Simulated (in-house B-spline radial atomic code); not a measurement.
Settings and results of a run for Ar³⁺. Level of theory: non-relativistic PW91, spin-polarised, spherical fractional occupations, point nucleus; calculated with a B-spline radial code for spherical atoms.

Command:
```bash
python run_scf.py task.json out
```
Settings:
```
Z                18
configuration    [Ne] 3s2 3p3
hamiltonian      nr
method           pw91,pw91
spin_polarised   True
```

Output (hartree, bohr):
```
 radial grid: 45 intervals, B-splines of order 8, outer radius 18.6486 bohr

 iter        energy (Eh)    residual
    1        -522.458789    2.62e-01
    2        -524.149602    1.23e-01
    3        -524.413518    3.46e-02
    4        -524.439310    1.13e-02
    5        -524.441557    4.70e-03
    6        -524.441979    1.51e-04
    7        -524.441980    2.13e-05
    8        -524.441980    3.05e-07
    9        -524.441980    1.21e-08

 total energy                      -524.44198
 kinetic                             523.9157
 electron-nucleus                  -1222.8978
 Hartree                             204.1504
 exchange-correlation                -29.6103

 orbital      occ     eigenvalue          <r>       <r^2>       <1/r>     <1/r^3>       r_max
 1s up      1.000      -116.0345    0.0862058  0.00998379     17.5449           -     0.05654
 1s down    1.000      -116.0063    0.0861902  0.00998007     17.5475           -     0.05653
 2s up      1.000       -12.6027     0.415829    0.205132     3.53011           -      0.3402
 2s down    1.000       -12.5759     0.415483    0.204616     3.53005           -      0.3404
 2p up      3.000       -10.2328     0.376415    0.176001     3.45175     125.538      0.2808
 2p down    3.000       -10.1959     0.376184    0.175567     3.45104     125.385      0.2812
 3s up      1.000        -2.4658      1.29046     1.90455     1.07527           -       1.136
 3s down    1.000        -2.2940      1.30102     1.94423       1.071           -       1.134
 3p up      3.000        -1.8991      1.38688     2.23071    0.977205     14.1462       1.196
```

Time taken, with all properties: 0.1 s on 1 thread of Arm Neoverse V1, on a shared host.
